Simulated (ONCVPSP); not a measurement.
**Before and after: ONCV potential for tellurium (Te)**

Te (Z = 52), optimised norm-conserving Vanderbilt (ONCV), made with ONCVPSP 4.0.1 (PBE, fully relativistic). Core [Kr], reference 4d10 5s2 5p3.5 (charge +0.5). Waves: 5s: rc 1.70 bohr, ncon 4, nbas 7, qcut 3.2 1/bohr, 2 projectors, debl 3.6 Ha; 5p: rc 1.90 bohr, ncon 4, nbas 7, qcut 4.3 1/bohr, 3 projectors, debl 1.9 Ha; 4d: rc 1.55 bohr, ncon 3, nbas 8, qcut 8.3 1/bohr, 2 projectors, debl 2.3 Ha. Local part: polynomial inside 1.35 bohr (lpopt 4, dvloc0 1 Ha). Core correction: Teter function, parameters optimised by the program.

Open shells are filled in proportion to 2j + 1.

All-electron outer shells of the reference configuration (PBE, scalar-relativistic, ld1.x):

```csv
shell,level (eV),outermost node (bohr),outermost maximum (bohr)
4s,-168.73,0.38,0.70
4p,-118.75,0.38,0.74
4d,-45.98,0.36,0.81
5s,-19.14,0.91,1.80
5p,-9.69,1.00,2.14
```

Change: core correction Teter function, fcfact 4.25, rcfact 1.05.

Cutoffs: the cutoffs (Ha) at which the residual kinetic energy of the hardest occupied pseudo-wave falls to 1 and 0.1 mHa per electron; they do not see the model core or the augmentation charge, which bear on the density cutoff. Errors are all-electron minus pseudo energies relative to the spin-unpolarised reference configuration.

How do hardness, ghosts and transferability respond?

The potential gets neither clearly harder nor softer (31 Ha and 36 Ha → 31 Ha and 36 Ha); both files keep a bound ghost (p); of the 4 tests that both files solve, the error grows in 0 and shrinks in 4 by more than 15 % and 0.3 meV (median size 27.2 → 0.5 meV). A model core, the more so a compact one, raises the density cutoff, which this test does not measure.

| quantity | base | changed |
| --- | --- | --- |
| cutoff, loose | 31 Ha | 31 Ha |
| cutoff, tight | 36 Ha | 36 Ha |
| bound ghosts | p3/2, p1/2 | p3/2, p1/2 |
| GHOST(+) flags under 300 eV | s at 73.7 eV | s at 73.7 eV |
| error for 4d10 5s2 5p4, meV [ΔE -3.91 eV] | -1.7 | -0.1 |
| error for 4d10 5s2 5p3, meV [ΔE 5.84 eV] | -3.3 | 0.0 |
| error for 4d10 5s2 5p2, meV [ΔE 23.79 eV] | -53 | +1.0 |
| error for 4d10 5s0 5p6, meV [ΔE 14.72 eV] | -51 | -7.2 |
| s: phases at 1.72 bohr within 0.05 rad from the reference energy up to (Ha; the scan ends near 5) | 2.7 | 2.7 |
| p3/2: phases at 1.93 bohr within 0.05 rad from the reference energy up to (Ha; the scan ends near 5) | to the end of the scan | to the end of the scan |
| p1/2: phases at 1.93 bohr within 0.05 rad from the reference energy up to (Ha; the scan ends near 5) | to the end of the scan | to the end of the scan |
| d5/2: phases at 1.57 bohr within 0.05 rad from the reference energy up to (Ha; the scan ends near 5) | to the end of the scan | to the end of the scan |
| d3/2: phases at 1.57 bohr within 0.05 rad from the reference energy up to (Ha; the scan ends near 5) | to the end of the scan | to the end of the scan |
| rms error of d²Exc/dni dnj with the model core, mHa | 1.14 | 6.33 |

 A true bound ghost makes a file unfit for plane-wave use even where its test errors are small: the radial tests pick states by their node count and pass the ghost by.
